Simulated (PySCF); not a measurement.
## Bond length, frequency and bond energy of GaO⁻ by level of theory

State: ¹Σ⁺ (singlet), closed shell. Set-up: basis Ga def2-TZVPPD, O def2-TZVPPD; no relativity; PySCF 2.14. De refers to Ga + O⁻ in their high-spin ground configurations, without counterpoise correction. A positive dipole points towards O; it is taken about the centre of mass and depends on that origin.

```
      Level  Re (Å)  ωe (cm⁻¹)  De (eV)  μ (D)
    RHF-MP2   1.733        773     6.07    n/a
RHF-SCS-MP2   1.732        780     5.76    n/a
   RHF-CCSD   1.712        831      n/a    n/a
RHF-CCSD(T)   1.726        792      n/a    n/a
        PBE   1.737        763     5.51  -2.93
       PW91   1.735        766     5.54  -2.97
       BP86   1.737        763     5.49  -2.90
     r²SCAN   1.715        811     5.47  -2.80
      M06-L   1.724        794      n/a  -2.58
      B3LYP   1.725        797     5.12  -3.27
       PBE0   1.712        821     5.22  -3.07
        M06   1.714        814     5.24  -3.04
      ωB97X   1.707        837     5.36  -3.27
```

Problem. What does a quarter of exact exchange do here, going from PBE to PBE0?

Solution. PBE0 less PBE: -2.5 pm in Re, +7.6 % in ωe, -0.29 eV in De. Exact exchange removes part of the self-interaction that spreads semilocal densities, and in most molecules shortens and stiffens the bond and lowers De; so it does here.

Problem. What does the step from GGA to meta-GGA do here, going from PBE to r²SCAN?

Solution. r²SCAN less PBE: -2.2 pm in Re, +6.3 % in ωe, -0.04 eV in De. 

Problem. What does the triples do here, going from RHF-CCSD to RHF-CCSD(T)?

Solution. RHF-CCSD(T) less RHF-CCSD: +1.4 pm in Re, -4.7 % in ωe. Correlation nearly always deepens the well. The bond lengthens, as in strong covalent bonds, where excitations into antibonding orbitals dominate.

Correlated steps freeze 10 core orbitals. For an ion De counts to the pair picked by the measured ionisation energies or electron affinities, which need not be the lowest pair at this level. Where the molecule has an RHF reference, its open-shell atoms are computed with UHF. The highest Kohn–Sham level is positive in this anion. Much of that is self-interaction error, but it also means that the finite basis helps to hold the extra electron. The CCSD T1 diagnostic is raised, a sign that a single reference may not be enough here.

The whole job (state search and all levels along the bond) took about 2.3 min on 2 threads of AMD EPYC 9R45 (shared host), peak memory 2.2 GiB.
